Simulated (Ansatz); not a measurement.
Species: sum formula BNH₃, charge 0, multiplicity 2. It need not be the lowest isomer of its formula. 
Coordinates optimised at B3LYP-D3(BJ)/def2-TZVP (Ansatz, a quantum-chemistry and plane-wave program):
SMILES: B[NH]
```xyz
5

B     -0.6755     0.1489    -0.0061
N      0.6301    -0.0972     0.0059
H     -1.4467    -0.7808    -0.0183
H     -1.1064     1.2696    -0.0052
H      1.5198    -0.5528     0.0128
```
Charge 0, spin multiplicity 2.

Computed values are from Ansatz. Cores are frozen in the correlated levels unless marked. Open shells are spin-unrestricted. Spin-orbit coupling is left out. Non-relativistic. CBS(X,Y): correlation extrapolated as X^-3; Hartree-Fock from the larger set.

The atomisation energy De is 1576.8 kJ/mol at CCSD(T)/CBS(def2-TZVPPD,def2-QZVPPD). The vertical electron affinity (to the singlet; negative means unbound) is 1.28 eV at CCSD(T)/CBS(def2-TZVPPD,def2-QZVPPD), the total energy is -81.2330 Eh at CCSD(T)/CBS(def2-TZVPPD,def2-QZVPPD) and the dipole moment is 1.47 D at CCSD(T)/aug-cc-pVDZ. The T1 diagnostic comes out as 0.030 at CCSD/def2-QZVPPD.
